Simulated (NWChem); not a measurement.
System: C5H5F; SMILES C#C/C(F)=C/C

```xyz
11

C      0.4269    -2.6851     0.0000
C      0.1701    -1.4997     0.0000
C     -0.1443    -0.1094     0.0000
F     -1.4590     0.1552     0.0000
C      0.7503     0.8889     0.0000
C      0.4029     2.3357     0.0000
H      0.6572    -3.7346     0.0000
H      1.8029     0.5941     0.0000
H      0.8259     2.8414     0.8840
H     -0.6841     2.4882     0.0000
H      0.8259     2.8414    -0.8840
```
Atoms are numbered in this order, from 1.

Computed with NWChem. Structure relaxed at the PBE0/def2-SVP level. Level: M05-2X/def2-SVP with COSMO at NWChem's default radii, gas-phase geometry; the question gives the dielectric constant.

Q: Estimate the computed values for dielectric constant 11.7. Quantities: electrostatic solvation energy (kcal/mol); dipole in solution (D).

A: 
```json
{
  "electrostatic solvation energy (kcal/mol)": "-3.5",
  "dipole in solution (D)": "2.08"
}
```
